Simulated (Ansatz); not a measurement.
Consider the isomerisation: `CN[BH][AlH2]` → `[BH2][Al]([CH3])[NH2]`.

Calculated with Ansatz (gas phase, PBE0-D4/def2-TZVP geometries, no zero-point term in ΔE). CBS: MP2 limit from def2 TZ/QZ plus the TZ coupled-cluster correction, frozen cores. DFT in def2-TZVPP. HSE06 is defined as in plane-wave codes. One conformer a species, not always the lowest.

`CN[BH][AlH2]`:

```xyz
11

C    -0.642   -1.436   -1.151
N    -0.430   -0.257   -0.339
B     0.720    0.088    0.359
Al    0.712    1.910    1.470
H    -1.473   -2.038   -0.770
H     0.263   -2.043   -1.134
H    -0.864   -1.171   -2.189
H    -1.235    0.352   -0.309
H     1.635   -0.690    0.273
H    -0.615    2.812    1.454
H     1.929    2.472    2.335
```

`[BH2][Al]([CH3])[NH2]`:

```xyz
11

B    -0.391    0.598   -2.053
Al    0.064    0.166   -0.017
C    -0.383   -1.533    0.851
N     0.894    1.398    0.958
H    -1.427    1.095   -2.403
H     0.351    0.341   -2.962
H    -0.061   -1.560    1.896
H    -1.462   -1.718    0.832
H     0.086   -2.378    0.337
H     1.149    1.282    1.926
H     1.179    2.309    0.636
```

```
             level  ΔE (kcal/mol)
          HSE06-D4           -3.7
           r2SCANh           -6.1
             BHLYP           -5.9
SCS-MP2/def2-QZVPP           -6.9
```

(1) What does CCSD(T)/CBS give? (Estimate.)

Largest T1 diagnostic among the species: 0.014.

Answers

(1) Computed: -6.8 kcal/mol. The listed levels differ from it by 3.1, 0.7, 0.9, -0.1 kcal/mol.

Leaving LDA and LC-ωPBE aside and taking each functional with its dispersion term where it has one, the values, not all of them listed here, spread over 4.3 kcal/mol, from r2SCAN0-D4 to revPBE-D4. LDA lies +3.8 kcal/mol from PBE without D4. From PBE to PBE0 (25 % exact exchange), in def2-TZVPP and without D4, ΔE moves by −1.3 kcal/mol. At CCSD(T), def2-SVP lies +9.5 kcal/mol from the extrapolated value and def2-TZVPP +1.2 kcal/mol.
